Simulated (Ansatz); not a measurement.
Reaction (SMILES): [F][Ga] (F-Ga) (closed-shell singlet) → F atom + Ga atom
B3LYP-D3(BJ)/def2-TZVP geometries, fixed; electronic energies without zero-point terms.
Largest species:
```
Ga
F 1 1.8005
```
Charge 0, spin multiplicity 1.

Basis-set convergence of the atomisation energy at PBE0 with Ansatz (an electronic-structure program). All functions are spherical. The program fits the integrals of some runs and decomposes those of others, by size. Open shells are unrestricted. No added dispersion term, no relativity. Functions are those of the species that has most. Reference: the value in aug-cc-pV5Z, 137.62 kcal/mol, itself unsure by roughly 0.10 kcal/mol (its mean distance from pcseg-4, aug-pcseg-3, aug-cc-pVQZ). Deviations are taken from unrounded values.

| basis | functions | atomisation energy (kcal/mol) |
|---|---|---|
| cc-pVDZ | 41 | 133.64 |
| aug-cc-pVDZ | 59 | 136.26 |
| pcseg-1 | 41 | 135.41 |
| aug-pcseg-1 | 59 | 137.64 |
| def2-SVP | 46 | 136.54 |
| def2-SVPD | 61 | 138.34 |
| cc-pVTZ | 73 | 136.69 |
| aug-cc-pVTZ | 105 | 137.22 |
| pcseg-2 | 73 | 136.68 |
| aug-pcseg-2 | 105 | 137.36 |
| def2-TZVPP | 79 | 136.98 |
| def2-TZVPPD | 94 | 137.56 |
| cc-pVQZ | 123 | 137.88 |
| aug-cc-pVQZ | 173 | 137.81 |
| pcseg-3 | 128 | 137.54 |
| aug-pcseg-3 | 178 | 137.56 |
| def2-QZVPP | 146 | 137.53 |
| def2-QZVPPD | 161 | 137.61 |
| cc-pV5Z | 195 | 137.60 |
| aug-cc-pV5Z | 267 | 137.62 |

What the diffuse functions change, pair by pair:
- cc-pVDZ to aug-cc-pVDZ: 18 more functions, deviation -3.98 to -1.36 kcal/mol
- pcseg-1 to aug-pcseg-1: 18 more functions, deviation -2.21 to 0.02 kcal/mol
- def2-SVP to def2-SVPD: 15 more functions, deviation -1.08 to 0.72 kcal/mol
- cc-pVTZ to aug-cc-pVTZ: 32 more functions, deviation -0.93 to -0.40 kcal/mol
- pcseg-2 to aug-pcseg-2: 32 more functions, deviation -0.94 to -0.26 kcal/mol
- def2-TZVPP to def2-TZVPPD: 15 more functions, deviation -0.64 to -0.06 kcal/mol
- cc-pVQZ to aug-cc-pVQZ: 50 more functions, deviation 0.25 to 0.19 kcal/mol
- pcseg-3 to aug-pcseg-3: 50 more functions, deviation -0.08 to -0.06 kcal/mol
- def2-QZVPP to def2-QZVPPD: 15 more functions, deviation -0.09 to -0.01 kcal/mol
- cc-pV5Z to aug-cc-pV5Z: 72 more functions, deviation -0.02 to 0.00 kcal/mol

Leaving out the reference's own pair, they bring the value nearer the reference by more than 0.10 kcal/mol in 6 of 9 pairs.
